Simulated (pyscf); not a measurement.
# •H₂Si–Si(SiH₃)(SiH₃)–NH–SiH₃, doublet

Gas-phase minimum from PySCF at ωB97X-D3(BJ)/def2-SVP, one conformer. Other isomers of •H₂Si–Si(SiH₃)(SiH₃)–NH–SiH₃ were not searched in full and may lie lower. 

SMILES: [SiH2][Si]([SiH3])(N[SiH3])[SiH3]
```xyz
18

Si    -0.1090    -1.0569    -2.0555
Si    -0.2165     0.2973    -0.1721
Si    -2.2170    -0.2344     0.9078
Si    -0.3461     2.5052    -0.9110
N      1.1580     0.0627     0.8889
Si     1.2073    -0.8975     2.3396
H     -0.0853    -2.5248    -1.7666
H     -1.1737    -0.7642    -3.0644
H     -3.3024     0.0443    -0.0807
H     -2.2668    -1.6783     1.2811
H     -2.4471     0.5990     2.1249
H     -0.6628     3.4285     0.2193
H      0.9558     2.9230    -1.5149
H     -1.4143     2.6241    -1.9481
H      2.0568     0.3509     0.5086
H     -0.1293    -0.7995     2.9923
H      2.2618    -0.3681     3.2522
H      1.4928    -2.3456     2.0990
```
Charge 0, spin multiplicity 2.

Bond lengths (Å): Si1–Si2 2.322, Si1–H7 1.496, Si1–H8 1.496, Si2–Si3 2.335, Si2–Si4 2.332, Si2–N5 1.752, Si3–H9 1.494, Si3–H10 1.492, Si3–H11 1.493, Si4–H12 1.493, Si4–H13 1.495, Si4–H14 1.494, N5–Si6 1.740, N5–H15 1.018 (the first ones only). Bond angles (°): Si2–Si1–H7 114.6, Si2–Si1–H8 113.6, H7–Si1–H8 109.5, Si1–Si2–Si3 106.4, Si1–Si2–Si4 107.3, Si1–Si2–N5 112.1, Si3–Si2–Si4 108.3, Si3–Si2–N5 111.2, Si4–Si2–N5 111.2, Si2–Si3–H9 105.9, Si2–Si3–H10 111.4, Si2–Si3–H11 112.5, H9–Si3–H10 108.8, H9–Si3–H11 108.9 (the first ones only).

Properties at ωB97X-D3(BJ)/def2-SVP:

- Harmonic wavenumbers, unscaled = 31, 46, 79, 82, 93, 106, 119, 127, 153, 201, 224, 356, 394, 436, 442, 456, 514, 528, 548, 573, 581, 648, 722, 792, 877, 892, 916, 941, 948, 949, 952, 954, 962, 987, 1009, 1198, 2217, 2229, 2234, 2234, 2239, 2244, 2245, 2248, 2252, 2258, 2268, 3622 cm⁻¹
- Zero-point energy = 68.8 kcal/mol
- Rotational symmetry number = 1
- Entropy of this conformer at 298 K and 1 atm, rigid rotor and harmonic oscillator, modes under 100 cm⁻¹ raised to 100 = 485.8 J/(mol K)
- Dipole moment = 1.04 D
- Spin expectation value S2 = 0.753

Single-point totals, which compare only within one level:

```tsv
level	total energy (hartree)
ωB97X-D3(BJ)/def2-TZVP	-1509.66318
PBE/def2-TZVP	-1508.64895
r²SCAN/def2-TZVP	-1509.32360
B3LYP-D3(BJ)/def2-TZVP	-1509.64173
PBE0-D3(BJ)/def2-TZVP	-1508.82825
M06-2X/def2-TZVP	-1509.34095
ωB97M-D3(BJ)/def2-TZVP	-1509.70572
```

The lowest mode is so soft that the shape along it may change with the basis. Soft torsions are taken as harmonic, which can shift the entropy by several J/(mol K).
